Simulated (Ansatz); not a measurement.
The Ansatz (a first-principles code) input:
Ansatz 0.2 input:
```yaml
crystal:
  periodic: [false, false, false]
  atoms:
    - {symbol: B, position_ang: [-0.00000000, -0.00000000, -0.84064362]}
    - {symbol: N, position_ang: [0.00000000, 0.00000000, 0.40129173]}
    - {symbol: H, position_ang: [0.00000000, 0.00000000, 1.39417598]}
basis:
  gaussian:
    orbitals: 6-31G*
magnetization: {spin_polarized: true, initial_magnetization: 1}
correlation: {method: bccd_t}
```

### Question
What does this run give for the total energy, T1 diagnostic, SCF-reference <S^2>, MP2 correlation energy, coupled-cluster correlation energy (without the perturbative part)?

### Answer

```yaml
total_energy: -79.8847 Eh
T1 diagnostic: 0.035
SCF-reference <S^2>: 0.852
MP2 correlation energy: -0.2151 Eh
coupled-cluster correlation energy (without the perturbative part): -0.2289 Eh
```
